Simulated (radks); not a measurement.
Q: Rb3+, 34 electrons, occupied as [Ar] 3d9 4s2 4p4 5s1 (not the ground configuration). Calculated with a radial shooting solver on a logarithmic mesh with Libxc functionals: scalar-relativistic Kohn-Sham, r2SCAN, spin-unpolarised, spherical densities, finite nucleus; meta-GGA in the generalised Kohn-Sham scheme; Fermi nuclear charge, rms radius 4.2036 fm. Some entries of the table are withheld. Estimate them.

| orbital | occ. | eigenvalue (hartree) | <1/r> (bohr^-1) | r(max) (bohr) |
|---|---|---|---|---|
| 1s | 2 | -556.1894 | 37.87 | 0.02629 |
| 2s | 2 | -76.74139 | 8.451 | 0.1494 |
| 2p | 6 | -68.21889 | 8.241 | 0.1197 |
| 3s | 2 | -13.35380 | 2.843 | 0.4481 |
| 3p | 6 | (1) | 2.690 | 0.4434 |
| 3d | 9 | -6.02714 | 2.441 | 0.3894 |
| 4s | 2 | -2.73204 | (2) | 1.197 |
| 4p | 4 | -2.02667 | 0.8961 | 1.306 |
| 4d | 0 | -1.03042 | 0.6620 | 1.640 |
| 5s | 1 | -0.87358 | 0.4132 | (3) |
| 5p | 0 | -0.69096 | (4) | 3.291 |
| 4f | 0 | -0.36711 | 0.3314 | 3.132 |

A: 
(1) 3p eigenvalue (hartree): -10.57964
(2) 4s <1/r> (bohr^-1): 1.007
(3) 5s r(max) (bohr): 2.951
(4) 5p <1/r> (bohr^-1): 0.3711
